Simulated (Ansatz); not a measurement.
Abridged output of a molecular run in Ansatz:

```
Functional definition: HF
715 factors; integrals over basis functions are off by at most 1.2e-3 eV
mean field evaluation 1: about -5119.8300 eV, gradient 2.8e1 eV
mean field evaluation 2: about -5119.8335 eV, gradient 2.8e1 eV
mean field evaluation 4: about -5122.0147 eV, gradient 3.0e0 eV
mean field evaluation 8: about -5122.0485 eV, gradient 2.4e-4 eV
mean field -5122.04854752 eV, -188.2318122721 hartree, gradient 1.5e-6 eV, S^2 0.000000; 0 other end points of the search recorded, 0 dependent functions left out
4 core orbitals not correlated: weight in the atoms' cores, before any rotation towards them, 1.000 or more for the frozen orbitals, at most 0.000 for the correlated occupied ones
reference -5122.04854752 eV, -188.2318122721 hartree; 10, 10 occupied and 57, 57 virtual orbitals, 715 factors
second order -13.40424433 eV of doubles, -0.00000000 eV of singles
cycle   1  -13.70143371 eV  change   -3.0e-1 eV  update   9.0e-2
cycle   2  -14.04349435 eV  change   -3.4e-1 eV  update   2.7e-2
cycle   3  -14.12938454 eV  change   -8.6e-2 eV  update   1.4e-2
cycle   4  -14.12761347 eV  change    1.8e-3 eV  update   3.1e-3
cycle   5  -14.12632419 eV  change    1.3e-3 eV  update   1.2e-3
cycle   6  -14.12662231 eV  change   -3.0e-4 eV  update   3.5e-4
cycle   7  -14.12658690 eV  change    3.5e-5 eV  update   1.3e-4
cycle   8  -14.12656433 eV  change    2.3e-5 eV  update   4.2e-5
cycle   9  -14.12657008 eV  change   -5.8e-6 eV  update   1.5e-5
perturbative correction -0.47040991 eV, -0.0172872452 hartree
Total energy: -5136.64552751 eV, -188.7682413925 hartree
```

Its atoms:

```xyz
7

F     0.714    2.037   -0.413
B    -0.067    1.025   -0.160
B    -1.021   -0.112    0.134
C     0.388   -0.581    0.051
H    -2.010   -0.720    0.344
H     0.678   -1.622    0.187
H     1.320   -0.027   -0.143
```

Problem. Which basis set was used?
A. def2-SVP
B. def2-TZVPPD
C. def2-TZVPP
D. def2-QZVPP

Solution. A. It gives 71 functions.

Problem. Write the keys of the input that set method, charge and spin (a neutral closed shell needs none for the last two).

Solution. 
```yaml
correlation: {method: ccsd_t}
```
